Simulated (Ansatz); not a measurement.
Species: sum formula GaH2Br, charge 0, multiplicity 1. 
Geometry from a B3LYP-D3(BJ)/def2-TZVP (Ansatz, a first-principles code) optimisation:
```xyz
4

Ga    -1.1658     0.1109    -0.0078
Br     1.1370    -0.1082     0.0076
H     -1.6944     1.5759    -0.0015
H     -1.9611    -1.2281    -0.0229
```
Charge 0, spin multiplicity 1.

Dipole moments at this geometry, in debye (magnitudes).

```tsv
level	program	dipole (D)
SVWN5/def2-TZVPD	Ansatz	1.86
PBE/def2-TZVPD	Ansatz	1.81
BLYP/def2-TZVPD	Ansatz	1.79
revPBE/def2-TZVPD	Ansatz	1.81
r2SCAN/def2-TZVPD	Ansatz	1.91
B3LYP/def2-TZVPD	Ansatz	…
PBE0/def2-TZVPD	Ansatz	1.97
BHLYP/def2-TZVPD	Ansatz	2.09
r2SCANh/def2-TZVPD	Ansatz	1.96
LC-wPBE/def2-TZVPD	Ansatz	2.11
wB97M-V/def2-TZVPD	Ansatz	2.04
wB97X-V/def2-TZVPD	Ansatz	2.07
CCSD(T)/aug-cc-pVDZ	Ansatz	…
```

### Question
Fill in the missing entries.

### Answer

- B3LYP/def2-TZVPD, dipole (D): 1.94
- CCSD(T)/aug-cc-pVDZ, dipole (D): 1.94
